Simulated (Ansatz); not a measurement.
C2H11BOSi, SMILES `C[BH-](C)[OH+][SiH3]`. The species carries charge 0 and has multiplicity 1.

```xyz
16

C    -1.141    0.362    1.557
B    -0.054    0.431    0.400
C    -0.162    1.613   -0.667
O    -0.262   -1.002   -0.519
Si    1.258   -1.732   -0.708
H    -1.074   -0.548    2.160
H    -2.167    0.436    1.177
H    -1.002    1.205    2.242
H     1.095    0.199    0.771
H     0.020    2.572   -0.170
H     0.565    1.546   -1.484
H    -1.164    1.690   -1.111
H    -0.816   -0.875   -1.296
H     2.251   -0.784   -1.254
H     1.639   -2.295    0.599
H     1.016   -2.817   -1.696
```

(1) What are the harmonic wavenumbers in cm⁻¹ at PBE0-D4/def2-TZVP (Ansatz, finite differences of forces, unscaled)? (Best estimate.)

(2) Is this a minimum?

(3) Give the ideal-gas thermochemistry at 298.15 K and 1 bar (rigid rotor, harmonic oscillator; point group C1, symmetry number 1).

(4) Rotational constants (cm⁻¹)?

Results:

(1) Computed: 60, 123, 183, 208, 225, 261, 292, 344, 364, 493, 662, 693, 745, 769, 777, 795, 912, 936, 960, 968, 986, 1009, 1071, 1157, 1185, 1326, 1330, 1457, 1458, 1471, 1475, 2220, 2274, 2302, 2367, 3009, 3022, 3073, 3087, 3097, 3102, 3861.

(2) Yes, all 42 modes are real.

(3) Zero-point energy 335.6 kJ/mol; H(298) − E = 361.2 kJ/mol; entropy 371.9 J/(mol·K), of which translation 165.0, rotation 113.2, vibration 93.7; G(298) − E = 250.3 kJ/mol. Modes under 100 cm⁻¹ are hindered rotations or soft bends, so the harmonic entropy is rough.

(4) 0.1938, 0.07151, 0.0599.
